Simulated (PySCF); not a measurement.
Compound: C8H6NP.
Atom-mapped SMILES: `[CH:1]#[C:2][CH2:3][n:4]1[cH:5][p:6][c:7]([C:8]#[CH:9])[cH:10]1` (hydrogens: H11 on C1; H12, H13 on C3; H14 on C5; H15 on C9; H16 on C10)

Geometry (GFN2-xTB, Å), atoms numbered from 1 in this order:
```
atom  x, y, z in Å
C1    -3.0856    0.2170   -1.2737
C2    -2.4569   -0.3596   -0.4353
C3    -1.6378   -1.0024    0.5807
N4    -0.4281   -0.2469    0.8194
C5    -0.3376    0.7462    1.7340
P6     1.1785    1.5481    1.7612
C7     1.6978    0.4699    0.4433
C8     2.9674    0.5003   -0.1561
C9     4.0602    0.5448   -0.6535
C10    0.6984   -0.4020    0.0897
H11   -3.6569    0.7024   -2.0076
H12   -1.3724   -2.0122    0.2477
H13   -2.2066   -1.0756    1.5143
H14   -1.1861    0.9566    2.3616
H15    5.0115    0.5789   -1.0932
H16    0.7468   -1.1564   -0.6762
```

Hirshfeld charges (e) from the PBE0/pcSseg-1 density (PySCF), one withheld:

| atom | bonded to | charge |
| --- | --- | --- |
| C1 | C2 H11 | ? |
| C2 | C1 C3 | -0.0487 |
| C3 | C2 N4 H12 H13 | +0.0145 |
| N4 | C3 C5 C10 | +0.0088 |
| C5 | N4 P6 H14 | -0.0828 |
| P6 | C5 C7 | +0.0388 |
| C7 | P6 C8 C10 | -0.0839 |
| C8 | C7 C9 | -0.0591 |
| C9 | C8 H15 | -0.1230 |
| C10 | C7 N4 H16 | -0.0114 |
| H11 | C1 | +0.0996 |
| H12 | C3 | +0.0716 |
| H13 | C3 | +0.0723 |
| H14 | C5 | +0.0507 |
| H15 | C9 | +0.0882 |
| H16 | C10 | +0.0620 |

Q: What is the charge on C1?

A: The charges add up to the total charge, 0. The others sum to +0.0976, which leaves -0.0976 e for C1 (terminal alkyne carbon); the computed value is -0.0978, the difference coming from rounding and the integration grid.

Q: Add each hydrogen's charge to the atom that carries it.

A: C1 +0.0018, C3 +0.1584, C5 -0.0321, C9 -0.0348, C10 +0.0506. Atoms without hydrogen keep their charges.

Q: Across which bond do the charges differ most?

A: H15–C9: +0.0882 on H15 against -0.1230 on C9, a difference of 0.2112 e. The lower charge is on the more electronegative element of the two (Pauling values: C 2.55, H 2.20).

Q: Take the bonds between elements whose Pauling electronegativities differ by more than 0.25. In how many does the more electronegative atom carry the lower charge?

A: In 9 of 11; it doesn't in N4–C5 and N4–C10.

Q: How much positive and how much negative charge does this set hold in all?

A: +0.5065 e on 9 atoms and -0.5067 e on 7.

The Hirshfeld scheme weights the molecular density at each point by an atom's share of the summed free-atom densities. Isolated species at its GFN2-xTB geometry (one conformer only).
